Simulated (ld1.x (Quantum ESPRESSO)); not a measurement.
## Cu: PAW pseudisation with PBE, scalar-relativistic reference atom.

The input file (ld1.x (Quantum ESPRESSO) 7.5):

```
&input
   title='Cu', zed=29., rel=1, dft='PBE', iswitch=3,
   config='[Ar] 3d10 4s1 4p0',
   nld=3, rlderiv=1.80, eminld=-10.0, emaxld=5.0, deld=0.04
 /
 &inputp
   pseudotype=3, lpaw=.true., tm=.true., lloc=-1, rcloc=1.45,
   nlcc=.true., new_core_ps=.true., rcore=1.15,
   which_augfun='BESSEL', rmatch_augfun=1.05,
   file_pseudopw='Cu.UPF', file_wfcaegen='ae.wfc', file_wfcncgen='nc.wfc', file_beta='beta', file_chi='chi', file_wfcusgen='us.wfc'
 /
6
3S  1  0   2.00   0.00  0.95  1.10  0.0
4S  2  0   1.00   0.00  0.95  1.10  0.0
3P  2  1   6.00   0.00  1.55  1.65  0.0
4P  3  1   0.00   0.00  1.55  1.65  0.0
3D  3  2  10.00   0.00  1.40  1.50  0.0
3D  3  2   0.00   1.80  1.40  1.50  0.0
 &test
   configts(1)='3s2 3p6 3d10 4s1 4p0'
 /
```

Command:

```bash
ld1.x < Cu.in > Cu.out
```

The program printed (shortened: banner, matrices, multipoles, cross overlaps and the repeated all-electron block are left out):

```
Program LD1 v.7.5
     --------------------------- All-electron run ----------------------------

     Cu
     scalar relativistic calculation

     atomic number is 29.00
     dft =PBE   lsd =0 sic =0 latt =0  beta=0.20 tr2=1.0E-14
     Exchange-correlation= PBE
                           (   1   4   3   4   0   0   0)
     mesh =1199 r(mesh) = 100.25372 a.u. xmin = -7.00 dx = 0.01250
     1 Ry =  13.60569312 eV, c = 137.03599908

     n l     nl                  e(Ry)          e(Ha)          e(eV)
     1 0     1S 1( 2.00)      -650.5489      -325.2745     -8851.1694
     2 0     2S 1( 2.00)       -78.0904       -39.0452     -1062.4738
     2 1     2P 1( 6.00)       -67.3965       -33.6983      -916.9763
     3 0     3S 1( 2.00)        -8.4305        -4.2153      -114.7030
     3 1     3P 1( 6.00)        -5.3024        -2.6512       -72.1430
     3 2     3D 1(10.00)        -0.3703        -0.1851        -5.0378
     4 0     4S 1( 1.00)        -0.3388        -0.1694        -4.6093
     4 1     4P 1( 0.00)        -0.0512        -0.0256        -0.6967

     final scf error:  5.3E-15 reached in  32 iterations

     Etot =   -3309.701531 Ry,   -1654.850765 Ha,  -45030.783357 eV

     Ekin =    3358.932341 Ry,    1679.466170 Ha,   45700.602648 eV
     Encl =   -7969.314771 Ry,   -3984.657386 Ha, -108428.051175 eV
     Eh   =    1435.751702 Ry,     717.875851 Ha,   19534.397054 eV
     Exc  =    -135.070802 Ry,     -67.535401 Ha,   -1837.731883 eV

     normalization and overlap integrals

     s(1S/1S) =  1.000000  <r> =   0.0521  <r2> =    0.0037  r(max) =   0.0341
     s(2S/2S) =  1.000000  <r> =   0.2352  <r2> =    0.0653  r(max) =   0.1960
     s(2P/2P) =  1.000000  <r> =   0.2064  <r2> =    0.0523  r(max) =   0.1585
     s(3S/3S) =  1.000000  <r> =   0.7119  <r2> =    0.5863  r(max) =   0.6112
     s(3P/3P) =  1.000000  <r> =   0.7494  <r2> =    0.6650  r(max) =   0.6189
     s(3D/3D) =  1.000000  <r> =   1.0474  <r2> =    1.5756  r(max) =   0.6036
     s(4S/4S) =  1.000000  <r> =   2.9362  <r2> =   10.2155  r(max) =   2.2710
     s(4P/4P) =  1.000000  <r> =   5.1791  <r2> =   33.4210  r(max) =   3.6517

     ------------------------ End of All-electron run ------------------------

     --------------------- Generating PAW atomic setup --------------------

      Generating local potential from pseudized AE potential:
      Matching radius rcloc =   1.4500

      Local pseudo, rcloc= 1.466 Estimated cut-off energy=    11.61 Ry

      Computing core charge for nlcc:

       r > 1.16 : true rho core
      Core charge pseudized with two Bessel functions
      Integrated core pseudo-charge :   0.00
      Wfc-us  3S rcutus= 1.114  Estimated cut-off energy=    42.97 Ry
      Wfc-us  4S rcutus= 1.114  Estimated cut-off energy=    86.01 Ry
      Wfc-us  3P rcutus= 1.661  Estimated cut-off energy=    31.83 Ry
      Wfc-us  4P rcutus= 1.661  Estimated cut-off energy=    24.33 Ry
      Wfc-us  3D rcutus= 1.503  Estimated cut-off energy=    51.41 Ry
      Wfc-us  3D rcutus= 1.503  Estimated cut-off energy=    92.58 Ry

     Required augmentation: BESSEL   radius:    1.050000
     Suggested rho cutoff for augmentation:  88.46 Ry

     Estimated PAW energy = -486.615092 Ryd

     ------------------- End of pseudopotential generation -------------------

     Computing logarithmic derivative in   1.80214
     Computing logarithmic derivative in   1.80214
     Computing the partial wave expansion
     R is outside the sphere for l=    0 j= 0.00
     R is outside the sphere for l=    0 j= 0.00
     R is outside the sphere for l=    1 j= 0.00
     R is outside the sphere for l=    1 j= 0.00
     R is outside the sphere for l=    2 j= 0.00
     R is outside the sphere for l=    2 j= 0.00

     ---------------------- Testing the pseudopotential ----------------------

     Cu
     scalar relativistic calculation

     atomic number is 29.00   valence charge is 19.00
     dft = SLA  PW   PBX  PBC   lsd =0 sic =0 latt =0  beta=0.20 tr2=1.0E-14
     mesh =1199 r(mesh) = 100.25372 xmin = -7.00 dx = 0.01250

     n l     nl             e AE (Ry)        e PS (Ry)    De AE-PS (Ry)
     1 0     3S   1( 2.00)       -8.43051       -8.43057        0.00005
     2 1     3P   1( 6.00)       -5.30241       -5.30245        0.00004
     3 2     3D   1(10.00)       -0.37027       -0.37031        0.00004
     2 0     4S   1( 1.00)       -0.33878       -0.33881        0.00003
     3 1     4P   1( 0.00)       -0.05121       -0.05125        0.00004

     eps = 2.0E-15  iter =  9

     Etot =   -3309.701531 Ry,   -1654.850765 Ha,  -45030.783357 eV
     Etotps =  -486.614938 Ry,    -243.307469 Ha,   -6620.733515 eV

     Ekin =     438.298998 Ry,     219.149499 Ha,    5963.361662 eV
     Encl =   -1143.121392 Ry,    -571.560696 Ha,  -15552.958856 eV
     Ehrt =     353.278247 Ry,     176.639124 Ha,    4806.595422 eV
     Ecxc =    -135.070792 Ry,     -67.535396 Ha,   -1837.731744 eV
     (Ecc =      -0.000413 Ry,      -0.000207 Ha,      -0.005621 eV)

     ---------------------- End of pseudopotential test ----------------------
```

Generation and configuration tests took about 2.1 s on one core of a shared server CPU.

Transferability test of the new file with ld1.x, input:

```
&input
   title='Cu', zed=29., rel=1, dft='PBE', iswitch=2,
   config='[Ar] 3d10 4s1 4p0'
 /
 &test
   file_pseudo='Cu.UPF', nconf=8,
   configts(1)='3s2 3p6 3d10 4s1 4p0',
   configts(2)='3s2 3p6 3d10 4s0 4p0',
   configts(3)='3s2 3p6 3d9 4s0 4p0',
   configts(4)='3s2 3p6 3d8 4s0 4p0',
   configts(5)='3s2 3p6 3d10 4s0.5 4p0',
   configts(6)='3s2 3p5 3d10 4s1 4p0',
   configts(7)='3s1 3p6 3d10 4s1 4p0',
   configts(8)='3s2 3p6 3d9 4s1 4p1'
 /
```

```bash
ld1.x < Cu.test.in > Cu.test.out
```

Pseudopotential blocks of its output, shortened (energy terms left out; the distinct warnings before each block abridged to one line each):

```
     ---------------------- Testing the pseudopotential ----------------------

     n l     nl             e AE (Ry)        e PS (Ry)    De AE-PS (Ry)
     1 0     3S   1( 2.00)       -8.43051       -8.43057        0.00005
     2 1     3P   1( 6.00)       -5.30241       -5.30245        0.00004
     3 2     3D   1(10.00)       -0.37027       -0.37031        0.00004
     2 0     4S   1( 1.00)       -0.33878       -0.33881        0.00003
     3 1     4P   1( 0.00)       -0.05121       -0.05125        0.00004

     eps = 5.9E-16  iter =  9

     Etot =   -3309.701531 Ry,   -1654.850765 Ha,  -45030.783357 eV
     Etotps =  -486.614939 Ry,    -243.307469 Ha,   -6620.733526 eV

     ---------------------- End of pseudopotential test ----------------------

          Warning: n=2, l=1 expected 0 nodes, found 1
     ---------------------- Testing the pseudopotential ----------------------

     n l     nl             e AE (Ry)        e PS (Ry)    De AE-PS (Ry)
     1 0     3S   1( 2.00)       -9.06400       -9.06398       -0.00001
     2 1     3P   1( 6.00)       -5.93825       -5.93825       -0.00000
     3 2     3D   1(10.00)       -1.00387       -1.00392        0.00004
     2 0     4S   1( 0.00)       -0.87409       -0.87434        0.00025
     3 1     4P   1( 0.00)       -0.48142       -0.48148        0.00007

     eps = 4.8E-16  iter = 14

     Etot =   -3309.102669 Ry,   -1654.551334 Ha,  -45022.635421 eV
     Etotps =  -486.015899 Ry,    -243.007950 Ha,   -6612.583181 eV
     dEtot_ae =       0.598862 Ry
     dEtot_ps =       0.599039 Ry,   Delta E=      -0.000177 Ry

     ---------------------- End of pseudopotential test ----------------------

          Warning: n=3, l=2 expected 0 nodes, found 1
     ---------------------- Testing the pseudopotential ----------------------

     n l     nl             e AE (Ry)        e PS (Ry)    De AE-PS (Ry)
     1 0     3S   1( 2.00)      -10.31083      -10.30818       -0.00265
     2 1     3P   1( 6.00)       -7.17487       -7.17238       -0.00249
     3 2     3D   1( 9.00)       -2.17762       -2.17601       -0.00161
     2 0     4S   1( 0.00)       -1.64243       -1.64234       -0.00009
     3 1     4P   1( 0.00)       -1.12816       -1.12718       -0.00098

     eps = 9.1E-15  iter = 16

     Etot =   -3307.534761 Ry,   -1653.767381 Ha,  -45001.302955 eV
     Etotps =  -484.448584 Ry,    -242.224292 Ha,   -6591.258774 eV
     dEtot_ae =       2.166770 Ry
     dEtot_ps =       2.166354 Ry,   Delta E=       0.000415 Ry

     ---------------------- End of pseudopotential test ----------------------

          Warning: n=1, l=0 expected 0 nodes, found 1
     ---------------------- Testing the pseudopotential ----------------------

     n l     nl             e AE (Ry)        e PS (Ry)    De AE-PS (Ry)
     1 0     3S   1( 2.00)      -11.81043      -11.80505       -0.00538  !
     2 1     3P   1( 6.00)       -8.65850       -8.65367       -0.00483
     3 2     3D   1( 8.00)       -3.59499       -3.59222       -0.00276
     2 0     4S   1( 0.00)       -2.53770       -2.53679       -0.00092
     3 1     4P   1( 0.00)       -1.91536       -1.90896       -0.00641  !

     eps = 1.6E-15  iter = 16

     Etot =   -3304.666857 Ry,   -1652.333428 Ha,  -44962.283127 eV
     Etotps =  -481.582854 Ry,    -240.791427 Ha,   -6552.268523 eV
     dEtot_ae =       5.034674 Ry
     dEtot_ps =       5.032085 Ry,   Delta E=       0.002589 Ry

     ---------------------- End of pseudopotential test ----------------------

          ---------------------- Testing the pseudopotential ----------------------

     n l     nl             e AE (Ry)        e PS (Ry)    De AE-PS (Ry)
     1 0     3S   1( 2.00)       -8.73050       -8.73051        0.00001
     2 1     3P   1( 6.00)       -5.60357       -5.60357        0.00000
     3 2     3D   1(10.00)       -0.67108       -0.67110        0.00002
     2 0     4S   1( 0.50)       -0.59517       -0.59526        0.00009
     3 1     4P   1( 0.00)       -0.25132       -0.25134        0.00002

     eps = 5.8E-15  iter = 10

     Etot =   -3309.469123 Ry,   -1654.734561 Ha,  -45027.621283 eV
     Etotps =  -486.382481 Ry,    -243.191241 Ha,   -6617.570779 eV
     dEtot_ae =       0.232408 Ry
     dEtot_ps =       0.232458 Ry,   Delta E=      -0.000050 Ry

     ---------------------- End of pseudopotential test ----------------------

          ---------------------- Testing the pseudopotential ----------------------

     n l     nl             e AE (Ry)        e PS (Ry)    De AE-PS (Ry)
     1 0     3S   1( 2.00)       -9.58993       -9.58733       -0.00260
     2 1     3P   1( 5.00)       -6.45223       -6.45011       -0.00212
     3 2     3D   1(10.00)       -1.44585       -1.44401       -0.00184
     2 0     4S   1( 1.00)       -1.00631       -1.00597       -0.00033
     3 1     4P   1( 0.00)       -0.56762       -0.56730       -0.00032

     eps = 7.5E-16  iter = 13

     Etot =   -3303.855838 Ry,   -1651.927919 Ha,  -44951.248655 eV
     Etotps =  -480.767892 Ry,    -240.383946 Ha,   -6541.180401 eV
     dEtot_ae =       5.845693 Ry
     dEtot_ps =       5.847047 Ry,   Delta E=      -0.001354 Ry

     ---------------------- End of pseudopotential test ----------------------

          ---------------------- Testing the pseudopotential ----------------------

     n l     nl             e AE (Ry)        e PS (Ry)    De AE-PS (Ry)
     1 0     3S   1( 1.00)       -9.60294       -9.59944       -0.00351
     2 1     3P   1( 6.00)       -6.46440       -6.46148       -0.00292
     3 2     3D   1(10.00)       -1.45712       -1.45490       -0.00223
     2 0     4S   1( 1.00)       -1.00538       -1.00497       -0.00040
     3 1     4P   1( 0.00)       -0.56686       -0.56654       -0.00032

     eps = 2.3E-15  iter = 13

     Etot =   -3300.717584 Ry,   -1650.358792 Ha,  -44908.550533 eV
     Etotps =  -477.630292 Ry,    -238.815146 Ha,   -6498.491180 eV
     dEtot_ae =       8.983947 Ry
     dEtot_ps =       8.984647 Ry,   Delta E=      -0.000700 Ry

     ---------------------- End of pseudopotential test ----------------------

          ---------------------- Testing the pseudopotential ----------------------

     n l     nl             e AE (Ry)        e PS (Ry)    De AE-PS (Ry)
     1 0     3S   1( 2.00)       -8.97493       -8.97358       -0.00135
     2 1     3P   1( 6.00)       -5.83772       -5.83646       -0.00126
     3 2     3D   1( 9.00)       -0.85163       -0.85112       -0.00051
     2 0     4S   1( 1.00)       -0.52491       -0.52487       -0.00004
     3 1     4P   1( 1.00)       -0.15499       -0.15503        0.00004

     eps = 2.2E-15  iter = 18

     Etot =   -3309.200967 Ry,   -1654.600483 Ha,  -45023.972836 eV
     Etotps =  -486.114682 Ry,    -243.057341 Ha,   -6613.927183 eV
     dEtot_ae =       0.500564 Ry
     dEtot_ps =       0.500257 Ry,   Delta E=       0.000307 Ry

     ---------------------- End of pseudopotential test ----------------------
```
